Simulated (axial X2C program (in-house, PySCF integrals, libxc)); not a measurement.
**RhC: from the spin-free to the two-component result**

Calculated with an in-house relativistic program for diatomic molecules. Spin-free means the one-electron spin-free X2C Hamiltonian; two-component (2c) means X2C with spin–orbit coupling and atomic mean-field two-electron Coulomb and Gaunt terms, so the difference of the two also holds small scalar two-electron terms. Basis: Rh dyall-cv3z [12s12p8d5f3g], C dyall-v3z [7s6p2d1f] (cores contracted in-house); Gaussian nuclei, density fitting, unrestricted open shells. Masses: Rh 102.906 u, C 12.000 u.

Spin-free state: M_S = 1/2, Λ = 0 (beyond evenly filled blocks: σα); fragments Rh + C.

| level | Re (Å) | ωe (cm⁻¹) | De (eV) | μ (D) |
| --- | --- | --- | --- | --- |
| PBE0 | 1.588 | 1133.7 | 5.899 | -1.65 |
| PW91 | 1.615 | 1082.7 | 7.164 | -1.57 |
| BP86 | 1.618 | 1078.5 | 7.120 | -1.53 |
| BLYP | 1.628 | 1053.9 | 6.783 | -1.56 |

Dipoles are positive if C is the positive end.

Two-component determinant lowest at the distance of the search:

Ω = 1/2 (⟨Sz⟩ = 0.50, ⟨Lz⟩ = 0.00 at PBE0); fragments Rh + C.

```csv
level,Re (Å),ωe (cm⁻¹),μ (D)
PBE0,1.588,1131.3,-1.65
PW91,1.615,1080.8,-1.57
BP86,1.618,1076.5,-1.53
BLYP,1.628,1051.8,-1.56
```

(1) From the two tables, how do the constants change at the PBE0 level (2c against spin-free)?

Occupations by symmetry block were frozen at the best pattern of an incomplete PBE0 search. Dissociation energies refer to the lowest single-determinant-based atoms at the same level and basis. De is not given where an atomic determinant may have missed its ground term or J level, or where the truncated virtual space spoils (T). Density functionals use the spin component along the axis (collinear). The functionals have no current-density term, which raises determinants with orbital currents, atoms included. Some points did not converge and are left out.

Answers

(1) At the PBE0 level Re is unchanged within 0.001 Å and ωe goes down by 2.4 cm⁻¹.
